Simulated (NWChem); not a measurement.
Molecule: C2H5ClOSi; SMILES C=C[SiH](O)Cl

```xyz
10

Si     0.3246    -0.0590     0.4906
O      1.7556     0.2598    -0.2797
Cl    -0.5143    -1.8233    -0.2168
C     -0.9112     1.2968     0.1942
C     -0.5555     2.4631    -0.3577
H      0.6677    -0.2669     1.9168
H      1.7343     0.3076    -1.2406
H     -1.9602     1.1416     0.4776
H     -1.2752     3.2699    -0.5364
H      0.4810     2.6626    -0.6532
```
Atoms are numbered in this order, from 1.

Program: NWChem. STO-3G and 3-21G are far too small for this property and stand as cheap habits. Coordinates come from a PBE0/def2-SVP optimisation. GIAO values for the isolated, static molecule; σ is the absolute isotropic shielding, δ = σ(reference) − σ with the isolated reference molecule computed at the same levels (13C: tetramethylsilane, 1H: tetramethylsilane, 17O: water, 29Si: tetramethylsilane).

Task: What does the run give for Hartree-Fock/STO-3G? Quantities: δ Si1 (ppm); δ O2 (ppm); σ Cl3 (ppm); δ C5 (ppm); δ H6 (ppm); δ H7 (ppm); δ H9 (ppm).

Result: 
```
Property      Value
-----------  ------
δ Si1 (ppm)    -3.4
δ O2 (ppm)    -77.1
σ Cl3 (ppm)  1214.0
δ C5 (ppm)    127.1
δ H6 (ppm)     3.36
δ H7 (ppm)    -2.20
δ H9 (ppm)     6.46
```
